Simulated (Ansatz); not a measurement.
Ga₂PF₃. The state is a singlet with charge 0. Geometry PBE-D4/def2-SVP; atoms count from 1.

```xyz
6

Ga   -0.080    1.042    0.907
Ga    0.493   -1.038   -0.771
P     1.884    0.017    0.623
F    -1.180    2.216    1.603
F     0.044   -2.225   -1.980
F    -1.161   -0.012   -0.382
```

The structure comes from a short search, and lower isomers may exist.

Q: Estimate the Mulliken populations from the PBE0/def2-TZVP orbitals of Ansatz.

A: 
```csv
atom,charge (e)
Ga1,0.66
Ga2,0.66
P3,-0.23
F4,-0.36
F5,-0.36
F6,-0.36
```
Mulliken values depend strongly on the basis.

Q: And the Mayer bond orders between heavy atoms (over 0.3)?

A: Ga1–P3 1.42 (2.23 Å); Ga1–F4 1.01 (1.75 Å); Ga1–F6 0.47 (1.98 Å); Ga2–P3 1.42 (2.23 Å); Ga2–F5 1.01 (1.75 Å); Ga2–F6 0.47 (1.99 Å).
